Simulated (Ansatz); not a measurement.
Reaction: Si2H4F2 (fluoro(fluorosilyl)silane, SMILES F[SiH2][SiH2]F) → Si2H4F (SMILES F[SiH2][SiH2], doublet) + F (doublet) (the F-Si bond breaks)
Each species at its own B3LYP-D3(BJ)/def2-TZVP minimum (Ansatz, a first-principles code), one conformer.

Property: bond dissociation energy (electronic), in kcal/mol. Radicals and triplets start from unrestricted determinants; spin-orbit coupling is neglected. CBS(X,Y): correlation extrapolated as X^-3, Hartree-Fock from the larger set. A bracket is a step between two methods taken in the basis named. The functionals are non-relativistic, so their misses hold any scalar relativity. '+ core + X2C': CCSD(T) terms for core correlation (cc-pwCVTZ, 1s frozen past Ne) and scalar relativity (cc-pVTZ-DK).

CCSD(T)/CBS(cc-pV(T+d)Z,cc-pV(Q+d)Z) + [CCSDT(Q) - CCSD(T)]/cc-pV(D+d)Z + core + X2C (Ansatz) gives 148.5 kcal/mol.

**Question.** How far off this value is PBE/def2-TZVPD (Ansatz), in which direction, and which of these levels come nearer: r2SCAN/def2-TZVPD, B3LYP/def2-TZVPD, PBE0/def2-TZVPD, CCSD(T)/CBS(cc-pV(T+d)Z,cc-pV(Q+d)Z) + core + X2C?

**Answer.** PBE gives 144.7 kcal/mol, 3.8 kcal/mol below it. Differences of the others: r2SCAN/def2-TZVPD (Ansatz) -6.3; B3LYP/def2-TZVPD (Ansatz) -5.5; PBE0/def2-TZVPD (Ansatz) -8.0; CCSD(T)/CBS(cc-pV(T+d)Z,cc-pV(Q+d)Z) + core + X2C (Ansatz) -0.1 kcal/mol. Nearer than PBE: CCSD(T)/CBS(cc-pV(T+d)Z,cc-pV(Q+d)Z) + core + X2C.
